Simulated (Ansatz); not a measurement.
A nudged elastic band was laid between two geometries of BH4NO2 + H5NSi (15 atoms, charge 0, multiplicity 1).

These are results of RKS B3LYP-D4/def2-SVP in Ansatz 0.2.0, not measurements.

* movable images: 9
* climbing image: yes
* spring: 5.0 eV/Å²
* optimiser: quadratic models (default)
* start path: through a guess of the saddle point
* force threshold: 0.05 eV/Å
* iteration limit: 60
* end points: relaxed

Image 0:

```xyz
15
Properties=species:S:1:pos:R:3
B 0.105 -0.492 0.273
N -0.399 -0.912 1.537
H -1.316 -1.312 1.682
H 0.241 -1.083 2.304
O 1.424 -0.127 0.209
H 1.658 0.233 -0.655
O -0.662 -0.391 -0.864
H -1.583 -0.649 -0.752
N -0.271 2.353 1.756
H -1.150 2.754 1.442
Si 1.213 3.010 1.143
H 2.350 2.475 1.941
H 1.519 2.766 -0.307
H 1.140 4.495 1.300
H -0.363 1.345 1.877
```

Image 10:

```xyz
15
Properties=species:S:1:pos:R:3
B -0.238 1.416 0.635
N -0.226 -2.068 1.322
H -0.493 -2.579 0.477
H 0.616 -2.530 1.673
O 0.780 0.604 1.046
H 0.491 -0.326 1.155
O -1.518 0.954 0.393
H -1.579 0.005 0.552
N 0.038 2.807 0.444
H -0.734 3.387 0.131
Si 1.587 3.565 0.706
H 2.067 3.427 2.114
H 2.656 3.033 -0.191
H 1.411 5.020 0.411
H -0.954 -2.250 2.017
```

**Question.** Which bonds break or form, and what moves?

**Answer.** Bonds broken: B1–N2, N9–H15. Bonds formed: B1–N9, N2–H15. BH4NO2 + H5NSi becomes BH6NO2Si + H3N.

**Question.** What energy profile does the band end with?

**Answer.** The run converged. The highest image is number 4 of 0 to 10, 1.07 eV above the first end and 1.32 eV above the last; the last end lies 0.25 eV below the first. The profile has 3 maxima (images 1, 4, 8) with wells between them (images 3, 6): this band takes more than one step, which may be the mechanism or a detour left from its start path. A vibrational analysis at the climbing image gives one clearly imaginary mode, 1403i cm⁻¹: a first-order saddle point. The orbitals stay closed-shell, which can raise the energy where a bond breaks towards radicals; this wasn't checked here.

```
image  path coordinate (Å)  energy (eV)  B1–N2 (Å)  N9–H15 (Å)  B1–N9 (Å)
    0                 0.00         0.00       1.42        1.02       3.23
    1                 1.91         0.06       1.42        1.02       3.16
    2                 3.82         0.01       1.41        1.02       3.18
    3                 5.72         0.00       1.43        1.02       3.11
    4                 7.63         1.07       1.61        1.29       1.65
    5                 9.97        -0.03       2.89        2.38       1.44
    6                12.31        -0.24       3.41        3.10       1.45
    7                14.65        -0.20       3.71        4.47       1.44
    8                17.00        -0.17       3.62        4.74       1.43
    9                19.34        -0.25       3.60        5.35       1.43
   10                21.68        -0.25       3.55        5.39       1.43
```

**Question.** What is the geometry of the highest image?

**Answer.** 
```xyz
15
Properties=species:S:1:pos:R:3
B -0.029 0.216 0.455
N -0.278 -0.459 1.890
H -1.115 -1.036 1.961
H 0.518 -0.942 2.302
O 1.322 0.163 0.000
H 1.536 -0.699 -0.372
O -1.080 -0.181 -0.412
H -0.958 0.204 -1.288
N -0.220 1.730 1.088
H -1.121 2.138 0.835
Si 1.142 2.861 1.081
H 2.241 2.300 1.909
H 1.631 3.172 -0.291
H 0.679 4.141 1.702
H -0.363 0.857 2.025
```

Run time: 21 min on 4 threads of Arm Neoverse V1, on a shared host, peak memory 0.4 GiB.
